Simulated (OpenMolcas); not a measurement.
**Xe VII: effect of the basis set**

```
Program             : OpenMolcas 26.06
Method              : RASSCF
Active space        : 2 electrons in 9 orbitals (RAS2 5s 5p; RAS3 5d, at most 2 electrons)
State averaging     : 2S+1 = 3 even, 3 roots; 2S+1 = 1 even, 7 roots; 2S+1 = 3 odd, 3 roots; 2S+1 = 1 odd, 3 roots
Spin-orbit coupling : state interaction with AMFI integrals over the reference wave functions, term energies averaged over their components
```

A. ANO-RCC-VTZP [7s6p4d2f1g], DKH2, point nucleus; cost roughly 14 core-seconds
B. ANO-R2 [7s6p4d2f1g], X2C, finite nucleus; cost of the order of 11 core-seconds
C. ANO-RCC-VQZP [8s7p5d3f2g], DKH2, point nucleus; cost roughly 19 core-seconds
D. ANO-RCC [10s9p8d5f3g], DKH2, point nucleus; cost roughly 50 core-seconds

Energies in cm-1 above 5s2 1S0, the measured ground level; measured values from Saloman, J. Phys. Chem. Ref. Data 33, 765 (2004).

```csv
Level,A,B,C,D,Measured
5s2 1S0,0.0,0.0,0.0,0.0,0.0
5s 5p 3P* 0,91297,90953,91410,91027,96141
5s 5p 3P* 1,95539,95194,95491,95201,100451
5s 5p 3P* 2,106978,106671,106451,106458,113676
5s 5p 1P* 1,146786,146033,146387,146317,143259
5p2 3P0,223494,222475,223539,222911,223673
5p2 1D2 [75 %],231411,230458,231047,230612,236100
5p2 3P1,232482,231514,232095,231734,234685
5p2 3P2 [75 %],246358,245433,245488,245430,251853
```

Deviations, from unrounded energies. A percentage is the sum of absolute deviations over the sum of measured energies, with the sign that they share, or ± where signs differ.

```csv
Against measurement,Levels,A,B,C,D
mean absolute deviation (cm-1),8,4100,4600,4300,4500
other configurations (%),8,±2.3,±2.6,±2.4,±2.6
```

A, C lie about equally close to measurement and B furthest from it. The largest miss of A in the table is 5s 5p 3P* 2, by -6700 cm-1. The ranking rests on the paired levels alone, and a cruder setting can come out closer through cancelling errors.

Among A to D the level of the table that moves most is 5p2 3P0, by 1100 cm-1 (lowest in B, highest in C).

Active for correlation alone: 5d; no level in the range computed is led by a configuration that fills it, so any true level of that kind is missing. Some terms mix strongly with configurations of 5d, whose occupation reaches 0.19 (5p2 1D). Measured partners are found by configuration, term and J. A level has none where our copy of the source lacks it or the pairing is in doubt (some pairs that miss far off the trend of their configuration count as doubtful), and it then counts in no deviation. Levels of configurations outside the active space are missing. Levels that lie high or do not pair safely by name in every column are left out.

A share in square brackets marks a mixed level and gives the weight of the term that names it, the lowest over the columns. * marks odd parity.
